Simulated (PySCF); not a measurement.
Question: Give a PBE0-D3(BJ)/def2-TZVP geometry of 2,4-difluoropyridine, `c1c(ccnc1F)F`.

Answer: 
```
atom  x, y, z in Å
F1    -1.099    1.844    1.220
C2    -0.514    0.852    0.558
C3    -1.255    0.101   -0.339
C4    -0.588   -0.916   -0.996
N5     0.700   -1.201   -0.811
C6     1.347   -0.461    0.046
F7     2.631   -0.755    0.223
C8     0.820    0.591    0.779
H9    -2.302    0.309   -0.510
H10   -1.116   -1.539   -1.711
H11    1.415    1.165    1.475
```

Orientation and origin are arbitrary. Atoms count from 1 in this order. The 2 C–N bonds span 1.304 Å (N5–C6, aromatic) to 1.333 Å (C4–N5, aromatic), a spread of 0.029 Å. The 6-membered ring C2–C3–C4–N5–C6–C8 has internal angles of 115.3° to 126.1°; it is planar, 0.00 Å rms from its mean plane, widest ring torsion 0°. The 8 heavy atoms lie in one plane (0.000 Å rms).

Bonds between heavy atoms (Å): F1–C2 1.328, C2–C3 1.385, C3–C4 1.382, C4–N5 1.333, N5–C6 1.304, C6–F7 1.328, C6–C8 1.387, C2–C8 1.377.

Method: PBE0-D3(BJ)/def2-TZVP geometry optimisation, gas phase (PySCF 2.14.0).

Point group: Cs (every atom within 0.08 Å of its image). No frequency check.

Time: 3.7 min wall; peak memory 1.2 GiB. Hardware: an Arm Neoverse V2 with one thread, no GPU, shared host. These figures are those of the optimisation.
